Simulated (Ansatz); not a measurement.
Relaxation of BH8N3Si (13 atoms, charge 0, multiplicity 1), to a largest force component of 0.015 eV/Å in at most 40 steps.

All numbers below come from RKS CAM-B3LYP-D4/def2-SVP (Ansatz 0.2.0).

```xyz
13
Properties=species:S:1:pos:R:3
B -2.197 -0.494 -0.210
N -1.042 -0.771 0.648
Si 0.183 0.472 0.311
N 0.836 0.363 -1.380
N 1.609 0.197 1.401
H -2.871 0.553 -0.036
H -2.572 -1.208 -1.050
H -0.614 -1.666 0.319
H -0.332 1.829 0.611
H 0.035 0.546 -1.990
H 1.219 -0.526 -1.489
H 2.348 0.924 1.184
H 1.958 -0.703 1.161
```

**Question.** Where does it end, and by what steps?

**Answer.** It converged. The force dipped under the threshold on the way, but the program's further checks kept it going. After 20 steps the energy has fallen by 1.425 eV; H7 moved furthest, 1.39 Å.

| step | energy less start (eV) | largest force component (eV/Å) | accepted |
| --- | --- | --- | --- |
| 0 | 0.0000 | 2.551 | yes |
| 1 | -0.6123 | 1.502 | yes |
| 2 | -0.8493 | 0.706 | yes |
| 3 | -1.0014 | 0.507 | yes |
| 4 | -1.1113 | 0.375 | yes |
| 5 | -1.1870 | 0.274 | yes |
| 6 | -1.2296 | 0.423 | yes |
| 7 | -1.2394 | 1.179 | yes |
| 8 | -1.3213 | 0.332 | yes |
| 9 | -1.3724 | 0.330 | yes |
| 10 | -1.4130 | 0.197 | yes |
| 11 | -1.4217 | 0.034 | yes |
| 12 | -1.4217 | 0.090 | no |
| 13 | -1.4225 | 0.025 | yes |
| 14 | -1.4217 | 0.239 | no |
| 15 | -1.4243 | 0.011 | yes |
| 16 | -1.4248 | 0.024 | yes |
| 17 | -1.4249 | 0.026 | yes |
| 18 | -1.4249 | 0.040 | yes |
| 19 | -1.4251 | 0.020 | yes |
| 20 | -1.4252 | 0.013 | yes |

```xyz
13
Properties=species:S:1:pos:R:3
B -2.350 -0.650 0.133
N -0.963 -0.808 0.075
Si 0.272 0.449 -0.019
N 1.112 0.644 -1.502
N 1.457 -0.055 1.120
H -2.824 0.463 0.141
H -3.067 -1.623 0.180
H -0.616 -1.765 0.073
H -0.471 1.718 0.191
H 0.734 1.223 -2.243
H 1.740 -0.068 -1.859
H 2.352 0.419 1.169
H 1.182 -0.431 2.021
```

Whether the end is a true minimum wasn't checked by a vibrational analysis.

Run time: 45 s on 2 threads of AMD EPYC 9R14 (Zen 4), with other jobs on the host, peak memory 0.34 GiB.
